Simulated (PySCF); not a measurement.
Isomers of C5H9NOSi, from PBE0-D3(BJ)/def2-SVP geometry optimisation, gas phase (PySCF 2.14.0). One conformer each, no zero-point energy, no frequencies.

Problem. Which isomer lies lower at this level?
A. `[CH3:1][C@:2]1([C:3]#[N:4])[CH2:5][CH2:6][SiH2:7][O:8]1` with C1–C2–C5–C6 -162°, C2–C5–C6–Si7 35°, C5–C6–Si7–O8 -18°, C6–Si7–O8–C2 -5°: A = 2497, B = 1480, C = 1346 MHz, dipole 3.86 D
B. `[CH3:1][Si@@H:2]1[CH2:3][CH2:4][C@H:5]([C:6]#[N:7])[O:8]1` with C1–Si2–C3–C4 -132°, Si2–C3–C4–C5 33°, C3–C4–C5–C6 79°, C4–C5–O8–Si2 30°: A = 2454, B = 1487, C = 1221 MHz, dipole 3.47 D

Solution. B. That is `C[Si@@H]1CC[C@H](C#N)O1`, 7.4 kcal/mol below the other.

```tsv
SMILES	mapped SMILES	E (Eh)	relative (kcal/mol)	relative (kJ/mol)	dipole (D)
C[Si@@H]1CC[C@H](C#N)O1	[CH3:1][Si@@H:2]1[CH2:3][CH2:4][C@H:5]([C:6]#[N:7])[O:8]1	-614.62980	0.0	0.0	3.47
C[C@]1(C#N)CC[SiH2]O1	[CH3:1][C@:2]1([C:3]#[N:4])[CH2:5][CH2:6][SiH2:7][O:8]1	-614.61801	7.4	30.9	3.86
```
